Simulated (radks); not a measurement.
The technetium ion Tc24+, 19 electrons, occupied as [Ar] 3d1.

Method: Dirac Kohn-Sham, PBE, spin-unpolarised, spherical densities, finite nucleus; open shells fill j = l - 1/2 first; Fermi nuclear charge, rms radius 4.4112 fm; computed with a radial shooting solver on a logarithmic mesh with Libxc functionals.

Energy parts (eV):
total: -106843.896
kinetic: 111397.538
electron-nucleus: -237939.304
Hartree: 22276.081
exchange-correlation: -2578.211

Orbitals (lengths in bohr, moments of r in powers of bohr):
| orbital | occ. | eigenvalue (eV) | <r^2> | <r^4> | <r> | small-component weight |
|---|---|---|---|---|---|---|
| 1s1/2 | 2 | -21883.03 | 0.001587 | 6.524e-06 | 0.03429 | 2.46e-02 |
| 2s1/2 | 2 | -3988.116 | 0.02587 | 0.001145 | 0.1481 | 5.15e-03 |
| 2p1/2 | 2 | -3763.132 | 0.01947 | 0.0007538 | 0.1261 | 5.13e-03 |
| 2p3/2 | 4 | -3643.553 | 0.02077 | 0.0008451 | 0.1307 | 4.96e-03 |
| 3s1/2 | 2 | -1369.450 | 0.1625 | 0.03904 | 0.3778 | 1.72e-03 |
| 3p1/2 | 2 | -1287.472 | 0.1535 | 0.03624 | 0.3646 | 1.67e-03 |
| 3p3/2 | 4 | -1261.612 | 0.1598 | 0.03911 | 0.3722 | 1.63e-03 |
| 3d3/2 | 1 | -1132.427 | 0.1278 | 0.02784 | 0.3315 | 1.53e-03 |
| 3d5/2 | 0 | -1126.764 | 0.1295 | 0.02847 | 0.3338 | 1.52e-03 |

The highest occupied level is 3d3/2 at -1132.4 eV. The density falls to 0.001 e/bohr^3 at r = 1.07 bohr. The electron density at the nucleus is 1.004e+05 e/bohr^3.
